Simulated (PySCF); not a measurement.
Ligand exchange on a metal centre used in film growth or etching (Hf OH-SH). All species are isolated molecules in the gas phase. One relaxed conformer stands for each flexible species; it need not be the lowest.

These are B3LYP-D3(BJ)/def2-TZVP // r2SCAN-D4/def2-SVP run with PySCF values and carry that method's errors. All candidates: neutral, multiplicity 1. B3LYP has the VWN-RPA correlation part, as in Gaussian. 

The HOMO comes out as -7.67 eV. The LUMO comes out as -2.25 eV and the HOMO–LUMO gap is 5.42 eV.

Problem. Name which member has these values.
A) [Hf(SH)4]
B) [Hf(OH)3(SH)]
C) [Hf(OH)(SH)3]

Solution. A, [Hf(SH)4]. The others give [Hf(OH)3(SH)]: -6.67 eV, -0.43 eV, 6.24 eV; [Hf(OH)(SH)3]: -7.22 eV, -1.69 eV, 5.53 eV
